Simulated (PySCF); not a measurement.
C2H4F, SMILES [CH](C)F, multiplicity 2. Atoms are numbered in the order given.

```xyz
7

C     -1.1520     0.1680    -0.3059
C      0.3055     0.3778    -0.2222
F      0.9904    -0.5518     0.4841
H     -1.5972     0.9206    -0.9577
H     -1.6367     0.2429     0.6785
H     -1.3846    -0.8219    -0.7074
H      0.7837     1.3493    -0.2020
```
Charge 0, spin multiplicity 2.

Geometry: B3LYP-D3(BJ)/def2-TZVP. The isomer is the one that the SMILES or the coordinates give; other isomers of the formula were not compared.

Method: PBE0/pcH-1 (PySCF).

Unrestricted Kohn–Sham, ⟨S²⟩ = 0.754. Hyperfine tensors hold the contact and dipolar terms, without spin-orbit corrections.

Computed hyperfine couplings:
```
nucleus    A(iso) (MHz)  A(iso) (G)  dipolar principal values (MHz)
---------  ------------  ----------  ------------------------------
13C no. 1         -24.7        -8.8                 -2.3, -1.6, 3.8
13C no. 2         195.6        69.8             -83.0, -80.8, 163.8
19F no. 3         169.5        60.5           -260.0, -211.9, 471.9
1H no. 4            6.6         2.3                -5.9, -4.4, 10.2
1H no. 5          133.5        47.6                 -4.7, -2.8, 7.5
1H no. 6           61.8        22.0                -5.5, -5.0, 10.5
1H no. 7          -45.5       -16.2               -37.1, -2.6, 39.8
```

**Question.** And the g tensor (effective nuclear charges for spin-orbit coupling, GIAO)? (The exact figures need the calculation; the answer reports its results.)

**Answer.** principal values 2.0021, 2.0044, 2.0051; isotropic 2.0039.
